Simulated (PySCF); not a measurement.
## Mayer bond orders and bond lengths

C4H6BNO2.
SMILES with atom numbers: `[N:1]#[C:2][C@H:3]1[CH2:4][CH2:5][O:6][BH:7][O:8]1` (hydrogens: H9 on C3; H10, H11 on C4; H12, H13 on C5; H14 on B7)

Structure used (PBE0-D3(BJ)/def2-SVP), in Å, numbered top down from 1:
```xyz
14
C4H6BNO2 angstrom
N     -1.2808    2.1376   -1.6598
C     -1.0785    1.5037   -0.7141
C     -0.8185    0.6586    0.4655
C     -0.7226   -0.8145    0.0672
C      0.5624   -1.0466   -0.7028
O      1.6779   -0.5651    0.0178
B      1.5461    0.4688    0.8809
O      0.3500    1.0920    1.1191
H     -1.6623    0.8094    1.1591
H     -0.7246   -1.4157    0.9905
H     -1.5988   -1.1097   -0.5289
H      0.7189   -2.1189   -0.8921
H      0.5210   -0.5408   -1.6836
H      2.5093    0.8602    1.4847
```

Bond orders from the PBE0/pcSseg-1 density (PySCF). Geometry: PBE0-D3(BJ)/def2-SVP, one conformer, isolated molecule.

Q: How far do the computed orders between heavy atoms stray from the drawn ones?

A: The largest departure is 0.183, at O6–B7 (drawn single, 1.183). Drawn single, order above 1.12: O6–B7 (1.183). Drawn single, order below 0.88: C5–O6 (0.874).

Q: Set the Mayer orders of the bonds beside their lengths.

A: 
| bond | drawn as | length (Å) | Mayer order |
| --- | --- | --- | --- |
| N1–C2 | triple | 1.156 | 3.034 |
| C2–C3 | single | 1.474 | 0.937 |
| C3–C4 | single | 1.529 | 1.032 |
| C4–C5 | single | 1.516 | 1.032 |
| C5–O6 | single | 1.413 | 0.874 |
| O6–B7 | single | 1.353 | 1.183 |
| B7–O8 | single | 1.370 | 1.107 |
| O8–C3 | single | 1.407 | 0.890 |
| C3–H9 | single | 1.103 | 0.926 |
| C4–H10 | single | 1.102 | 0.936 |
| C4–H11 | single | 1.100 | 0.936 |
| C5–H12 | single | 1.100 | 0.955 |
| C5–H13 | single | 1.104 | 0.939 |
| B7–H14 | single | 1.202 | 0.973 |

By pair of heavy elements: C–C: lowest C2–C3 (0.937, 1.474 Å), highest C3–C4 and C4–C5 (1.032, 1.529 Å); in 2 of the 3 pairs the longer bond (by over 0.003 Å) has the higher order (by 0.02 or more). C–O: all 2 within 0.02 of one another (0.874 to 0.890). B–O: lowest B7–O8 (1.107, 1.370 Å), highest O6–B7 (1.183, 1.353 Å). Bonds named together lie within 0.004.

Q: Sum the orders of all bonds at each heavy atom with more than one neighbour and set the sums beside the valence in the SMILES.

A: C2 3.971 (drawn 4), C3 3.785 (drawn 4), C4 3.936 (drawn 4), C5 3.800 (drawn 4), O6 2.057 (drawn 2), B7 3.263 (drawn 3), O8 1.997 (drawn 2). Orders between atoms that aren't bonded are not in these sums.

Mayer orders depend on the basis set.
